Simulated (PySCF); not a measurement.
## Working with the constants of AsO

BP86 constants of AsO, ²Π (doublet), unpaired electrons π ↑ (PySCF, no relativity, basis sets As pcseg-1, O pcseg-1; masses 74.9216 and 15.9949 u):

```
ωe              : 911.3 cm⁻¹
ωexe            : 3.64 cm⁻¹
Be              : 0.45765 cm⁻¹
αe              : 0.00274 cm⁻¹
D (centrifugal) : 4.62e-07 cm⁻¹
De to As + O    : 5.23 eV
```

**Question.** Give the vibrational terms G(v) and spacings up to v = 6.

**Answer.** G(v) = ωe(v+½) − ωexe(v+½)².

| v | G(v) (cm⁻¹) | G(v) − G(v−1) | Bv (cm⁻¹) |
| --- | --- | --- | --- |
| 0 | 454.7 |  | 0.4563 |
| 1 | 1358.8 | 904.0 | 0.4535 |
| 2 | 2255.5 | 896.7 | 0.4508 |
| 3 | 3145.0 | 889.5 | 0.4481 |
| 4 | 4027.1 | 882.2 | 0.4453 |
| 5 | 4902.0 | 874.9 | 0.4426 |
| 6 | 5769.7 | 867.6 | 0.4398 |

**Question.** How well does the Morse estimate ωe²/(4ωexe) reproduce De, and what is D0?

**Answer.** It gives 7.07 eV, 135 % of the computed De. D0 = De − G(0) = 5.23 − 0.06 = 5.17 eV.

Spin–orbit coupling is left out. The state was picked by a PBE0 search and need not be the measured ground state.
